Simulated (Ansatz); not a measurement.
The cluster Al3Ni, relaxed as a doublet with UKS r2SCAN-D4/def2-SVP in Ansatz, starting from the GFN2-xTB geometry. Force threshold 0.02 eV/Å.

The structure comes from a short search, and lower isomers may exist.

Start:

```
atom    x (Å)    y (Å)    z (Å)
 Ni1  -0.1873   1.3021   0.1084
 Al2  -0.3549  -0.6212   1.4777
 Al3   1.5777  -0.1779  -0.4175
 Al4  -1.0355  -0.5031  -1.1685
```

| step | energy (eV) | largest force component (eV/Å) | SCF passes |
| --- | --- | --- | --- |
| 1 | -60819.5339 | 1.941 | 93 |
| 2 | -60819.7434 | 0.955 | 64 |
| 3 | -60819.7822 | 0.302 | 55 |
| 4 | -60819.7880 | 0.027 | 54 |
| 5 | -60819.7881 | 0.001 | 49 |

Force components are those of the run's own axes.

End:

```xyz
4

Ni   -0.1735    1.1840    0.0982
Al   -0.3447   -0.5756    1.4370
Al    1.5271   -0.1488   -0.4012
Al   -1.0089   -0.4596   -1.1340
```

By distances, no bond broke or formed. The bond that changes most is Ni1–Al4, from 2.37 to 2.22 Å (atoms count from 1). The end is the same structure that another start reached, the lowest one found.

No frequencies were taken in this run, so the end may be a saddle point.

Run time 56 s (2 threads of Arm Neoverse V2 on a shared host).
